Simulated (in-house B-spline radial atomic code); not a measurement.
RPA and G0W0 for Cr, [Ar] 3d5 4s1, highest spin, as one setting changes: the highest l of the empty states. Start: r2SCAN. A dash marks a level of low quasi-particle weight. Computed with an all-electron radial atomic-structure program (B-spline basis): all electrons, scalar-relativistic (spin-free one-electron X2C), finite nucleus, each spin shell either full or empty, empty states to the listed l with an (l + 1/2)⁻⁴ tail; G0W0 by contour deformation at full frequency.

RPA overbinds a lone outer s electron by self-correlation, and G0W0 tends to as well.

```tsv
highest l of the empty states	RPA summed (Eh)	RPA extrapolated (Eh)	G0W0 level (eV)
4	-1.4707	-1.6197	-
5	-1.5311	-1.6152	-
6	-1.5592	-1.6074	-
7	-1.5737	-1.6035	-
8	-1.5819	-1.6012	-
9	?	?	?
10	?	?	?
11	-1.5919	-1.5987	-
```

(1) What belongs in the row for 9?

(2) What belongs in the row for 10?

Results:

(1) RPA summed (Eh): -1.5867; RPA extrapolated (Eh): -1.5999; G0W0 level (eV): -.

(2) RPA summed (Eh): -1.5898; RPA extrapolated (Eh): -1.5992; G0W0 level (eV): -.
